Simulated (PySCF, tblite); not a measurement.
A set of runs on `N#C/C=[C]\C(=O)O` [radical]; the geometry of each is named by its level. Settings lines and outputs come from a driver script.

Species: C4H2NO2 (doublet state).
Numbering: `[N:1]#[C:2]/[CH:3]=[C:4]\[C:5](=[O:6])[OH:7]` (hydrogens: H8 on C3; H9 on O7)

Step 1: GFN2-xTB geometry optimisation, gas phase (tblite 0.8.0) (from a force-field or distance-geometry start)
```json
{"job": {"kind": "relax", "xc": "GFN2-xTB", "basis": "xTB"}, "charge": 0, "multiplicity": 2}
```
```
step      E/eV     max force
  0    -556.83986    2.212
  1    -556.75625    6.708
  2    -556.89259    0.556
...
 79    -557.41228    0.017
 80    -557.41234    0.020
 81    -557.41237    0.012
 82    -557.41238    0.013
 83    -557.41238    0.004
```

Energy lowered by 13.2 kcal/mol over 83 steps; largest atomic force 0.004 eV/Å at the end. «max force» is the largest atomic force in eV/Å.

Step 2: GFN2-xTB harmonic vibrations, gas phase (tblite 0.8.0) (on the GFN2-xTB geometry)
```json
{"job": {"kind": "ir", "xc": "GFN2-xTB", "basis": "xTB"}, "charge": 0, "multiplicity": 2}
```
```
(table of modes left out)
```

21 modes from 43 to 3466 cm⁻¹ (unscaled, harmonic); zero-point energy 31.4 kcal/mol; all wavenumbers are real at this level.

Step 3: UKS B3LYP, pcH-1 on C H N O, non-relativistic, mean-field spin-orbit, GIAO (PySCF 2.14.0) (on the GFN2-xTB geometry)
```json
{"job": {"kind": "epr", "basis": "pcH-1"}, "charge": 0, "multiplicity": 2}
```
```
...
E = -358.73863304 Eh   <S^2> = 0.7648 (exact 0.7500)
g shifts (ppm)      1          2          3
  rmc          -189       -189       -189
  gc             -4         43         34
  oz_so         -49       1433       2583
  total        -243       1286       2428
hyperfine (MHz)  atom isotope    a_iso     a_fc   dipolar eigenvalues
    0   14N      -0.17      -0.17     -3.16      0.26      2.90
    1   13C     105.68     105.68     -4.38     -2.41      6.79
    2   13C     -41.02     -41.02    -15.90      4.62     11.28
    3   13C     109.81     109.81    -79.84    -58.17    138.01
    4   13C     -37.88     -37.88    -10.72      1.79      8.93
    5   17O     -14.94     -14.94    -66.43     32.37     34.06
    6   17O       1.87       1.87     -6.81      2.36      4.45
    7    1H     142.51     142.51     -5.39     -3.51      8.90
    8    1H      -2.55      -2.55     -2.87     -1.94      4.81
```

⟨S²⟩ 0.765; g_iso 2.0035. rmc, gc and oz_so are the mass-correction, gauge-correction and orbital-Zeeman/spin–orbit parts of the g shift along its three principal axes; a_iso is the isotropic hyperfine coupling and a_fc its Fermi-contact part. The log counts atoms from 0, this text from 1.

Which step took the most CPU time, and about what did each take on an Arm Neoverse V2 with one thread, shared host?

Step 3, about 98 % of the total. CPU time by step: 1: 0.26 s, 2: 0.13 s, 3: 23 s.

Geometry of the electronic-property runs (GFN2-xTB):
```
atom  x, y, z in Å
N1     2.6743    0.6539   -1.5635
C2     2.0348    0.0782   -0.8115
C3     1.2525   -0.6427    0.1324
C4    -0.0027   -0.4034    0.3287
C5    -1.3390    0.0096    0.2042
O6    -2.1146   -0.4812   -0.5950
O7    -1.6853    0.9782    1.0763
H8     1.8114   -1.3946    0.6845
H9    -2.6179    1.2079    0.9459
```

 (This holds for the electronic-property runs.)

One conformer stands for the species.
